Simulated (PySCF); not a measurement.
Stepwise substitution at one centre (Ge F-OH). Isolated molecules, 0 K electronic values unless said otherwise. One relaxed conformer stands for each flexible species; it need not be the lowest. Strings in code marks are SMILES.

The LUMO from two functionals at the same geometries (r2SCAN-D4/def2-TZVP), both in PySCF: PBE-D3(BJ)/def2-TZVP and r2SCAN-D4/def2-TZVP. 

| species | r2SCAN-D4/def2-TZVP (eV) |
|---|---|
| 0 of 4 F replaced by OH (`[F][Ge]([F])([F])[F]`) | -2.54 |
| 1 of 4 F replaced by OH (`[Ge]([F])([F])([F])[OH]`) | -1.98 |
| 2 of 4 F replaced by OH (`[OH][Ge]([OH])([F])[F]` (H–O–Ge–F torsion -85°, F–Ge–O–H torsion 30°)) | -1.49 |
| 3 of 4 F replaced by OH (`[OH][Ge]([OH])([OH])[F]`) | -1.10 |
| 4 of 4 F replaced by OH (`[OH][Ge]([OH])([OH])[OH]`) | -0.79 |

Problem. What does PBE-D3(BJ)/def2-TZVP give for each?

Solution. 
- 0 of 4 F replaced by OH (`[F][Ge]([F])([F])[F]`): -2.92
- 1 of 4 F replaced by OH (`[Ge]([F])([F])([F])[OH]`): -2.40
- 2 of 4 F replaced by OH (`[OH][Ge]([OH])([F])[F]` (H–O–Ge–F torsion -85°, F–Ge–O–H torsion 30°)): -1.93
- 3 of 4 F replaced by OH (`[OH][Ge]([OH])([OH])[F]`): -1.58
- 4 of 4 F replaced by OH (`[OH][Ge]([OH])([OH])[OH]`): -1.29
Over these rows, drawn at random from the members with no instability flagged (it was tested for open shells, ions and some series alone), PBE minus r2SCAN-D4: mean -0.44 eV, from -0.51 eV to -0.38 eV.
